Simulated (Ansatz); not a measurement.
Ansatz (a quantum-chemistry and plane-wave program) input (B3LYP/LANL2DZ): The .json file is the Basis Set Exchange's LANL2DZ.

Ansatz 0.2 input:
```yaml
crystal:
  periodic: [false, false, false]
  atoms:
    - {symbol: Ge, position_ang: [-0.00263055, -0.00149746, 0.06746787]}
    - {symbol: H, position_ang: [0.01752085, -1.13988723, -1.10627570]}
    - {symbol: H, position_ang: [0.06665674, 1.18780607, -1.05269626]}
basis:
  gaussian:
    orbitals: LANL2DZ.json
hamiltonian:
  xc: {name: B3LYP}
total_charge: -1
magnetization: {spin_polarized: true, initial_magnetization: 1}
relax: {f_tol: 0.003, max_steps: 120}
```

Output:

```
WARN ansatz: RAYON_NUM_THREADS=1 ignored (pool sized by the plan → 1); use --threads N
Functional definition: B3LYP
integrals: 0.00 GiB planned
179 factors; integrals over basis functions are off by at most 2.6e-4 eV
mean field: 0.05 GiB planned
mean field evaluation 1: about -134.2312 eV, gradient 2.3e0 eV
mean field evaluation 2: about -134.2791 eV, gradient 9.5e-1 eV
mean field evaluation 4: about -134.2870 eV, gradient 2.5e-1 eV
mean field evaluation 8: about -134.2880 eV, gradient 2.5e-3 eV
mean field -134.28803685 eV, -4.9349943306 hartree, gradient 1.3e-5 eV, S^2 0.751830; 0 other end points of the search recorded, 0 dependent functions left out
the calculation of the forces begins
reference -134.28821781 eV, -4.9350009805 hartree; 4, 3 occupied and 8, 9 virtual orbitals, 179 factors
relax step   1: F+E_penalty+E_count = -134.28803685 eV  Δ(F+E_penalty+E_count) = +0.000e0 eV  max|allowed force component| = 2.135e-1 eV/Å  Δτ_max = 0.0000 Å  (21 SCF iters, accepted)
these checks for a lower state are left out or cut short: starts, cluster_reference, orbital_swaps, neighbouring_geometries, increment
integrals: 0.00 GiB planned
179 factors; integrals over basis functions are off by at most 2.6e-4 eV
mean field: 0.05 GiB planned
mean field evaluation 16: about -134.2904 eV, gradient 1.0e-5 eV
mean field -134.29040696 eV, -4.9350814306 hartree, gradient 7.4e-5 eV, S^2 0.751832; 0 other end points of the search recorded, 0 dependent functions left out
the calculation of the forces begins
reference -134.29058710 eV, -4.9350880506 hartree; 4, 3 occupied and 8, 9 virtual orbitals, 179 factors
relax step   2: F+E_penalty+E_count = -134.29040696 eV  Δ(F+E_penalty+E_count) = -2.370e-3 eV  max|allowed force component| = 9.022e-2 eV/Å  Δτ_max = 0.0243 Å  (22 SCF iters, accepted)
these checks for a lower state are left out or cut short: starts, cluster_reference, orbital_swaps, neighbouring_geometries, increment
integrals: 0.00 GiB planned
179 factors; integrals over basis functions are off by at most 2.6e-4 eV
mean field: 0.05 GiB planned
mean field -134.29108664 eV, -4.9351064084 hartree, gradient 1.9e-5 eV, S^2 0.751845; 0 other end points of the search recorded, 0 dependent functions left out
the calculation of the forces begins
reference -134.29126720 eV, -4.9351130438 hartree; 4, 3 occupied and 8, 9 virtual orbitals, 179 factors
relax step   3: F+E_penalty+E_count = -134.29108664 eV  Δ(F+E_penalty+E_count) = -6.797e-4 eV  max|allowed force component| = 4.860e-3 eV/Å  Δτ_max = 0.0091 Å  (20 SCF iters, accepted)
these checks for a lower state are left out or cut short: starts, cluster_reference, orbital_swaps, neighbouring_geometries, increment
integrals: 0.00 GiB planned
179 factors; integrals over basis functions are off by at most 2.6e-4 eV
mean field: 0.05 GiB planned
mean field -134.29108769 eV, -4.9351064468 hartree, gradient 1.4e-5 eV, S^2 0.751846; 0 other end points of the search recorded, 0 dependent functions left out
the calculation of the forces begins
reference -134.29126826 eV, -4.9351130825 hartree; 4, 3 occupied and 8, 9 virtual orbitals, 179 factors
relax step   4: F+E_penalty+E_count = -134.29108769 eV  Δ(F+E_penalty+E_count) = -1.045e-6 eV  max|allowed force component| = 3.448e-5 eV/Å  Δτ_max = 0.0003 Å  (16 SCF iters, accepted)
integrals: 0.00 GiB planned
179 factors; integrals over basis functions are off by at most 2.6e-4 eV
mean field: 0.05 GiB planned
mean field evaluation 32: about -134.2911 eV, gradient 1.4e-5 eV
mean field -134.29108769 eV, -4.9351064468 hartree, gradient 1.4e-5 eV, S^2 0.751846; 1 other end points of the search recorded, 0 dependent functions left out
the calculation of the forces begins
reference -134.29126826 eV, -4.9351130825 hartree; 4, 3 occupied and 8, 9 virtual orbitals, 179 factors
Total energy: -134.29126826 eV, -4.9351130825 hartree
Atom 0 at    -0.002823    -0.001607     0.072412 Å, force    -0.000001    -0.000001     0.000034 eV/Å
Atom 1 at     0.017282    -1.155729    -1.109114 Å, force     0.000000    -0.000028    -0.000018 eV/Å
Atom 2 at     0.067089     1.203757    -1.054803 Å, force     0.000001     0.000028    -0.000017 eV/Å
Dipole moment:    -0.002336    -0.001330     0.059923 e Å
```

The dipole moment of an ion depends on the origin.
